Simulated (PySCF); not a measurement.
Molecule: `CBCC(F)(F)F`, C₃H₆BF₃.

Geometry:
```csv
atom,x (Å),y (Å),z (Å)
C1,1.987,-0.706,-0.075
B2,0.433,-0.652,-0.180
C3,-0.365,0.673,0.105
C4,-1.861,0.563,0.087
F5,-2.460,1.731,0.358
F6,-2.297,-0.319,0.996
F7,-2.311,0.161,-1.107
H8,2.489,0.245,0.155
H9,2.249,-1.441,0.710
H10,2.417,-1.130,-0.999
H11,-0.168,-1.658,-0.489
H12,-0.051,1.100,1.073
H13,-0.059,1.420,-0.650
```

Spin–spin couplings on one PBE0-D3(BJ)/def2-SVP geometry, PySCF 2.14.0 with density-fitted response routines, gas phase, non-relativistic, equivalent pairs averaged (spin–dipole term only in couplings to heteroatoms); isotopes 13C, 19F, 11B, 1H; basis pcJ-1.

Task: How do the couplings (Hz) change with the functional? Times are CPU seconds on shared hosts with different chips, so compare them loosely.

Result: 
```
functional  functions  1J(C4,F5)  1J(B2,H11)  1J(C1,H8)  1J(C3,H12)  1J(C3,C4)  1J(C1,B2)  1J(B2,C3)  core-s
        HF        249     -191.3       147.7      147.1       145.7       92.9       72.9       66.3      80
       LDA        249     -357.8       103.7       95.5        94.0       47.9       35.3       32.7      37
       PBE        249     -370.3       126.1      113.5       111.8       58.9       46.1       42.5      58
       KT2        249     -378.4       129.5      118.7       116.5       48.2       36.5       33.0      62
     B3LYP        249     -338.3       135.4      124.5       122.7       65.6       52.2       47.9      54
      PBE0        249     -330.2       128.0      116.8       115.2       63.5       49.9       45.8     100
     B97-2        249     -328.0       130.2      111.6       109.3       62.3       52.3       48.1      97
 BHandHLYP        249     -286.6       141.9      133.3       131.6       74.0       59.2       54.0     110
 CAM-B3LYP        249     -322.1       132.6      122.1       120.4       65.3       51.4       47.0     140
```
